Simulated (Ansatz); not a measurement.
Job for Ansatz (a first-principles code): R-wB97X-V/def2-TZVPP on H2 (SMILES [H][H]).

Ansatz 0.2 input:
```yaml
crystal:
  periodic: [false, false, false]
  atoms:
    - {symbol: H, position_ang: [0.00000000, 0.00000000, 0.37198582]}
    - {symbol: H, position_ang: [-0.00000000, -0.00000000, -0.37198582]}
basis:
  gaussian:
    orbitals: def2-TZVPP
hamiltonian:
  xc: {name: wB97X-V}
scf: {lower_state_search: off}
```

It printed:

```
WARN ansatz: RAYON_NUM_THREADS=4 ignored (pool sized by the plan → 4); use --threads N
Functional definition: wB97X-V
these checks for a lower state are left out or cut short: stability, starts, cluster_reference, orbital_swaps, neighbouring_geometries, increment
integrals: 0.00 GiB planned
118 factors; their error is unknown
integrals: 0.04 GiB planned
42 factors; integrals over basis functions are off by at most 3.0e-5 eV
mean field: 0.06 GiB planned
mean field evaluation 1: about -31.8869 eV, gradient 2.2e0 eV
mean field evaluation 2: about -31.9004 eV, gradient 3.8e-1 eV
mean field evaluation 4: about -31.9088 eV, gradient 4.2e-1 eV
mean field evaluation 8: about -31.9087 eV, gradient 6.6e-5 eV
mean field -31.90871809 eV, -1.1726237614 hartree, gradient 8.4e-7 eV, S^2 0.000000; 0 other end points of the search recorded, 0 dependent functions left out
reference -31.90871709 eV, -1.1726237246 hartree; 1, 1 occupied and 27, 27 virtual orbitals, 118 factors
Total energy: -31.90871709 eV, -1.1726237246 hartree
Checks for a lower state left out: stability, starts, cluster_reference, orbital_swaps, neighbouring_geometries, increment
```

The run converged.

Cost: roughly 0.5 core-seconds.
